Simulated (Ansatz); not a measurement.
Program: Ansatz. Geometries: PBE0-D4/def2-TZVP. ΔE: electronic, gas phase. CCSD(T)/CBS is the MP2 limit (def2-TZVPP, def2-QZVPP) plus CCSD(T) − MP2 in def2-TZVPP, frozen cores. DFT in def2-TZVPP. def2 core potentials past Kr. For Te outer-core shells are correlated without core-valence functions, which leaves a few kJ/mol of doubt a bond. Each species was taken in one conformer, which may not be the lowest.

Reaction (ligand exchange at the Si–O bond): `CB(F)O[SiH3]` + `CC[TeH]` → `CC[Te][SiH3]` + `CB(O)F`

`CB(F)O[SiH3]`:

Z-matrix (Å, degrees):
```
C
B 1 1.559
H 1 1.089 2 112.7
H 1 1.094 2 110.2 3 -121.7
H 1 1.094 2 110.2 3 121.7
F 2 1.342 1 119.1 3 179.7
O 2 1.351 1 123.2 3 -0.3
Si 7 1.659 2 131.9 1 180.0
H 8 1.483 7 110.2 2 -61.0
H 8 1.484 7 110.2 2 60.6
H 8 1.481 7 106.4 2 179.8
```

`CC[TeH]`:

```xyz
9

C     0.942   -0.590    0.384
C    -0.023    0.318   -0.350
Te   -2.004    0.108    0.477
H     0.996   -0.346    1.447
H     1.948   -0.488   -0.031
H     0.653   -1.640    0.294
H    -0.088    0.066   -1.407
H     0.257    1.366   -0.250
H    -2.681    1.207   -0.565
```

`CC[Te][SiH3]`:

Z-matrix (Å, degrees):
```
C
C 1 1.513
H 1 1.092 2 111.6
H 1 1.094 2 110.2 3 -119.6
H 1 1.092 2 111.6 3 120.8
Te 2 2.166 1 110.5 3 -60.4
H 2 1.089 1 111.7 3 -179.2
H 2 1.089 1 111.7 3 58.3
Si 6 2.482 2 94.4 1 179.4
H 9 1.485 6 106.8 2 -179.9
H 9 1.487 6 111.3 2 60.5
H 9 1.487 6 111.2 2 -60.3
```

`CB(O)F`:

Cartesian coordinates in Å:
```
C 0.485 -0.896 0.068
B -0.367 0.392 -0.141
O -0.052 1.568 0.451
F -1.452 0.356 -0.930
H 0.851 -1.268 -0.893
H 1.337 -0.732 0.727
H -0.134 -1.695 0.487
H -0.667 2.273 0.230
```

```tsv
level	ΔE (kJ/mol)	difference from CCSD(T)/CBS
PBE-D4	7.7	-16.1
PBE0-D4	12.1	-11.7
CAM-B3LYP-D4	35.5	11.7
ωB97M-V	27.2	3.4
r2SCAN0	22.6	-1.2
CAM-B3LYP	37.6	13.8
LC-ωPBE	23.2	-0.6
RPA@PBE/def2-TZVPP	33.1	9.3
MP2/def2-TZVPP	22.6	-1.2
SCS-MP2/def2-TZVPP	30.9	7.1
CCSD(T)/CBS	23.8	0
```

Largest T1 diagnostic among the species: 0.012.

At CCSD(T), def2-SVP lies −3.7 kJ/mol from the extrapolated value and def2-TZVPP +4.6 kJ/mol. From PBE to PBE0 (25 % exact exchange), in def2-TZVPP and without D4, ΔE moves by +4.3 kJ/mol.
